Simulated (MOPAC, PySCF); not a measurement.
H4S4Si, SMILES `[Si](S)(S)(S)S`, neutral singlet in the gas phase. 

Cartesian coordinates (Å):
SMILES: S[Si](S)(S)S
```xyz
9

S      2.0512    -0.0033    -0.5591
Si     0.0000     0.0000     0.0001
S     -1.2368     1.3751    -1.0487
S     -0.0663     0.5690     2.0475
S     -0.7482    -1.9410    -0.4393
H      1.8073    -0.4591    -1.8014
H     -0.6203     2.4584    -0.5420
H      0.8237    -0.3642     2.4312
H     -2.0105    -1.6348    -0.0883
```
Charge 0, spin multiplicity 1.

All levels are single points at this geometry (PBE0-D3(BJ)/def2-TZVP); Pople sets use spherical d functions. Orbital energies aren't observables, and empty levels follow the basis.

| level | HOMO (eV) | LUMO (eV) | gap (eV) | dipole (D) | vertical IE, Delta-SCF (eV) |
|---|---|---|---|---|---|
| PBE-D3(BJ)/def2-TZVP in PySCF | -6.39 | -1.37 | 5.02 | 0.00 | – |
| TPSSh-D3(BJ)/def2-TZVP in PySCF | -6.98 | -0.83 | 6.15 | 0.00 | 9.11 |
| B3LYP/3-21G in PySCF | -7.70 | -0.76 | 6.93 | 0.00 | – |
| B3LYP/6-311+G** in PySCF | -7.47 | -0.89 | 6.58 | 0.00 | – |
| B3LYP/6-31G* in PySCF | -7.38 | -0.53 | 6.85 | 0.00 | 9.32 |
| B3LYP/LANL2DZ in PySCF | -7.68 | -0.77 | 6.91 | 0.00 | – |
| SVWN5/6-31G* in PySCF | -6.51 | -1.43 | 5.08 | 0.00 | – |
| HF/3-21G in PySCF | -10.99 | 2.96 | 13.95 | 0.00 | – |
| HF/6-31G* in PySCF | -10.54 | 3.39 | 13.94 | 0.00 | 9.98 |
| HF/STO-3G in PySCF | -7.21 | 8.78 | 15.99 | 0.00 | – |
| AM1 in MOPAC | -10.18 | -2.53 | 7.65 | 0.00 | – |
| PM3 in MOPAC | -9.94 | -2.96 | 6.98 | 0.00 | – |
| PM6 in MOPAC | -9.48 | -0.99 | 8.49 | 0.00 | – |
